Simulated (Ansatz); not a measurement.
Reaction (ligand exchange at a B–C bond): `BC[SiH2]S[SiH3]` + `[OH][GeH3]` → `B[O][GeH3]` + `C[SiH2]S[SiH3]`

Computed with Ansatz on PBE0-D4/def2-TZVP structures; ΔE is electronic, products minus reactants. CBS: MP2 limit from def2 TZ/QZ plus the TZ coupled-cluster correction, frozen cores. Functionals use def2-TZVPP. For Ge outer-core shells are correlated without core-valence functions, which leaves a few kJ/mol of doubt a bond. Scalar relativity is left out up to krypton. Each species was taken in one conformer, which may not be the lowest.

Is it downhill or uphill in electronic energy at CCSD(T)/CBS, and by how much? (An estimate is asked.)

The calculation gave: Downhill: ΔE = -128.3 kJ/mol.

What do these levels give: PBE0-D4, ωB97X-V, HF/def2-TZVPP, MP2/def2-TZVPP, SCS-MP2/def2-TZVPP, CCSD/def2-TZVPP? (Estimate.)

Computed: PBE0-D4 -122.3, ωB97X-V -130.4, HF/def2-TZVPP -154.8, MP2/def2-TZVPP -128.9, SCS-MP2/def2-TZVPP -135.0, CCSD/def2-TZVPP -134.5 kJ/mol.

Largest T1 diagnostic among the species: 0.013.

The D4 term adds +10.5 kJ/mol with B3LYP and +5.7 kJ/mol with PBE0; it sums over pairs of atoms, weighted by their polarisabilities, and B3LYP, whose exchange is more repulsive, gets the larger term. In def2-TZVPP, CCSD(T) changes the Hartree–Fock value by +23.2 kJ/mol (the triples alone add +2.9 kJ/mol) and MP2 by +26.0 kJ/mol.

B3LYP here is the variant with VWN-RPA as its local correlation; programs differ in this.
